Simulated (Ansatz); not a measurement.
Consider the isomerisation: `C[SiH2]C1=C[SiH2]1` → `C=C=C[SiH2][SiH3]`.

Computed with Ansatz on PBE0-D4/def2-TZVP structures; ΔE is electronic, products minus reactants. CCSD(T)/CBS is the MP2 limit (def2-TZVPP, def2-QZVPP) plus CCSD(T) − MP2 in def2-TZVPP, frozen cores. One conformer a species, not always the lowest.

```csv
level,ΔE (kJ/mol)
SCS-MP2/def2-TZVPP,40.9
MP2/CBS(def2),54.6
```

What does CCSD(T)/CBS give? (An estimate is asked.)

Ansatz gave: +36.2 kJ/mol. The listed levels differ from it by 4.7, 18.4 kJ/mol.

Largest T1 diagnostic among the species: 0.013.

From PBE to PBE0 (25 % exact exchange), in def2-TZVPP and without D4, ΔE moves by +11.1 kJ/mol. In def2-TZVPP, CCSD(T) changes the Hartree–Fock value by +14.2 kJ/mol (the triples alone add +0.7 kJ/mol) and MP2 by +32.6 kJ/mol.
